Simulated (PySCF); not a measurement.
O3Re (SMILES [O]=[Re+](=[O])=[O]), charge +1, singlet, geometry from GFN2-xTB (such geometries of metal compounds can be far from the true shape) (the multiplicity is a formal guess) (core potentials on Re); DF-CAMB3LYP/def2-TZVP in PySCF.

PySCF was given this input:
```python
from pyscf import gto, scf, dft

mol = gto.M(
    atom='''
Re    0.09410804   -0.07891784   -0.12125114
O    -1.30913754   -0.85427840    0.30762000
O    -0.42814776    1.44831601   -0.50727999
O     0.85502242    0.14581715    1.33638946
''',
    basis='def2-tzvp',
    ecp={'Re': 'def2-tzvp'},
    charge=1,
    verbose=4,
)

mf = dft.RKS(mol)
mf.xc = 'camb3lyp'
mf.diis = False
mf.damp = 0.6
mf.diis_start_cycle = 200
mf.max_cycle = 150
mf = mf.density_fit(auxbasis='def2-universal-jkfit')
mf.kernel()
```

Q: What does PySCF print? Leave out banner, timings and long lists.

A: 
```
PySCF version 2.14.0

[INPUT] verbose = 4
[INPUT] num. atoms = 4
[INPUT] num. electrons = 38
[INPUT] charge = 1
[INPUT] spin (= nelec alpha-beta = 2S) = 0
[INPUT] symmetry False subgroup None
[INPUT] Mole.unit = angstrom
[INPUT] Symbol           X                Y                Z      unit          X                Y                Z       unit  Magmom
[...]
nuclear repulsion = 153.919632179618
number of shells = 47
number of NR pGTOs = 204
number of NR cGTOs = 133
basis = def2-tzvp
ecp = {'Re': 'def2-tzvp'}

******** <class 'pyscf.df.df_jk.DFRKS'> ********
method = DFRKS
initial guess = minao
damping factor = 0.6
level_shift factor = 0
DIIS disabled
SCF conv_tol = 1e-09
SCF conv_tol_grad = None
SCF max_cycles = 150
direct_scf = False
XC library pyscf.dft.libxc version 7.1.2
    S. Lehtola, C. Steigemann, M. J. T. Oliveira, and M. A. L. Marques,  SoftwareX 7, 1–5 (2018)
XC functionals = camb3lyp
    T. Yanai, D. P. Tew, and N. C. Handy,  Chem. Phys. Lett. 393, 51 (2004)
radial grids:
    Treutler-Ahlrichs [JCP 102, 346 (1995); DOI:10.1063/1.469408] (M4) radial grids

becke partition: Becke, JCP 88, 2547 (1988); DOI:10.1063/1.454033
pruning grids: <function nwchem_prune>
grids dens level: 3
symmetrized grids: False
atomic radii adjust function: <function treutler_atomic_radii_adjust>
small_rho_cutoff = 0
Set gradient conv threshold to 3.16228e-05
Initial guess from minao.
tot grids = 66560
******** <class 'pyscf.df.df.DF'> ********
auxbasis = def2-universal-jkfit
Create RSH-DF object <pyscf.df.df.DF object> for omega=0.33
******** <class 'pyscf.df.df.DF'> ********
auxbasis = auxmol.basis = def2-universal-jkfit
init E= -283.642817682242
[...]
cycle= 1 E= -302.578659564723  delta_E= -18.9  |g|= 2.25  |ddm|= 9.61
[...]
cycle= 2 E= -303.306305880913  delta_E= -0.728  |g|= 1.33  |ddm|= 1.82
[...]
cycle= 3 E= -303.49459303618  delta_E= -0.188  |g|= 0.754  |ddm|= 0.969
[...]
cycle= 4 E= -303.569894835377  delta_E= -0.0753  |g|= 0.422  |ddm|= 0.613
[...]
cycle= 5 E= -303.590956054642  delta_E= -0.0211  |g|= 0.218  |ddm|= 0.292
[...]
cycle= 6 E= -303.59729784406  delta_E= -0.00634  |g|= 0.116  |ddm|= 0.182
[...]
cycle= 7 E= -303.598989017311  delta_E= -0.00169  |g|= 0.0572  |ddm|= 0.0753
[...]
cycle= 8 E= -303.599458545662  delta_E= -0.00047  |g|= 0.0302  |ddm|= 0.0516
[...]
cycle= 9 E= -303.599592992358  delta_E= -0.000134  |g|= 0.015  |ddm|= 0.0181
[...]
cycle= 10 E= -303.599636972292  delta_E= -4.4e-05  |g|= 0.00842  |ddm|= 0.0159
[...]
cycle= 11 E= -303.599654264156  delta_E= -1.73e-05  |g|= 0.00458  |ddm|= 0.00542
[...]
cycle= 12 E= -303.599662535986  delta_E= -8.27e-06  |g|= 0.00304  |ddm|= 0.006
[...]
cycle= 13 E= -303.599667085334  delta_E= -4.55e-06  |g|= 0.002  |ddm|= 0.00289
[...]
cycle= 14 E= -303.599669791406  delta_E= -2.71e-06  |g|= 0.00154  |ddm|= 0.00289
[...]
cycle= 15 E= -303.599671463472  delta_E= -1.67e-06  |g|= 0.00115  |ddm|= 0.00186
[...]
cycle= 16 E= -303.599672515689  delta_E= -1.05e-06  |g|= 0.000916  |ddm|= 0.00162
[...]
cycle= 17 E= -303.59967318388  delta_E= -6.68e-07  |g|= 0.000715  |ddm|= 0.00119
[...]
cycle= 18 E= -303.599673610325  delta_E= -4.26e-07  |g|= 0.000573  |ddm|= 0.000981
[...]
cycle= 19 E= -303.599673883308  delta_E= -2.73e-07  |g|= 0.000454  |ddm|= 0.000757
[...]
cycle= 20 E= -303.599674058407  delta_E= -1.75e-07  |g|= 0.000364  |ddm|= 0.000611
[...]
cycle= 21 E= -303.599674170868  delta_E= -1.12e-07  |g|= 0.00029  |ddm|= 0.000482
[...]
cycle= 22 E= -303.599674243183  delta_E= -7.23e-08  |g|= 0.000233  |ddm|= 0.000386
[...]
cycle= 23 E= -303.599674289719  delta_E= -4.65e-08  |g|= 0.000186  |ddm|= 0.000307
[...]
cycle= 24 E= -303.599674319701  delta_E= -3e-08  |g|= 0.000149  |ddm|= 0.000246
[...]
cycle= 25 E= -303.599674339008  delta_E= -1.93e-08  |g|= 0.00012  |ddm|= 0.000196
[...]
cycle= 26 E= -303.59967435146  delta_E= -1.25e-08  |g|= 9.61e-05  |ddm|= 0.000157
[...]
cycle= 27 E= -303.599674359487  delta_E= -8.03e-09  |g|= 7.71e-05  |ddm|= 0.000126
[...]
cycle= 28 E= -303.599674364665  delta_E= -5.18e-09  |g|= 6.19e-05  |ddm|= 0.000101
[...]
cycle= 29 E= -303.59967436801  delta_E= -3.34e-09  |g|= 4.97e-05  |ddm|= 8.07e-05
[...]
cycle= 30 E= -303.59967437016  delta_E= -2.15e-09  |g|= 3.99e-05  |ddm|= 6.46e-05
[...]
cycle= 31 E= -303.599674371553  delta_E= -1.39e-09  |g|= 3.21e-05  |ddm|= 5.18e-05
[...]
cycle= 32 E= -303.599674372451  delta_E= -8.99e-10  |g|= 2.58e-05  |ddm|= 4.16e-05
[...]
Extra cycle  E= -303.599674373668  delta_E= -1.22e-09  |g|= 1.31e-05  |ddm|= 8.33e-05
converged SCF energy = -303.599674373668
```
